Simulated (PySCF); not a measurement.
C3H10AlN.
SMILES with atom numbers: `[CH3:1]/[CH:2]=[CH:3]\[AlH2-:4][NH3+:5]` (hydrogens: H6, H7, H8 on C1; H9 on C2; H10 on C3; H11, H12 on Al4; H13, H14, H15 on N5)

The closed-shell SCF was solved with PySCF and density fitting under several settings on one GFN2-xTB geometry (grid level 2 and gas phase unless stated).

```
      settings  basis functions  SCF cycles     E (Eh)  HOMO (eV)  LUMO (eV)  dipole (D)
 PBE0/pcSseg-1              142          13  -417.1499      -6.58       0.11        4.63
PBE0/def2-SVPD              184          13  -416.9894      -6.61      -0.38        4.45
```

Q: Estimate the rows for these settings: (1) wB97X/pcSseg-1, fitting basis def2-qzvpp-jkfit; (2) PBE0/pcseg-1.

A: 
```csv
settings,basis functions,SCF cycles,E (Eh),HOMO (eV),LUMO (eV),dipole (D)
"wB97X/pcSseg-1, fitting basis def2-qzvpp-jkfit",142,10,-417.4314,-8.92,2.18,4.63
PBE0/pcseg-1,124,13,-417.1329,-6.58,0.02,4.60
```

Q: Over all rows, what range does the HOMO–LUMO gap span?

A: From 6.23 eV (PBE0/def2-SVPD) to 11.10 eV (wB97X/pcSseg-1, fitting basis def2-qzvpp-jkfit). The functional of the narrowest has 25 % exact exchange, that of the widest range-separated exact exchange.

Q: Compare two rows with the functional PBE0: PBE0/pcseg-1 and PBE0/pcSseg-1. Which energy is lower, and by how much?

A: PBE0/pcSseg-1 (142 functions) lies 0.0170 Eh or 10.7 kcal/mol below PBE0/pcseg-1 (124 functions).

Cycle counts include a coarse-grid stage where the run had one.

Shape of the structure used: `[CH3:1]/[CH:2]=[CH:3]\[AlH2-:4][NH3+:5]`: C2–C3–Al4–N5 180°.

One conformer stands for the species.
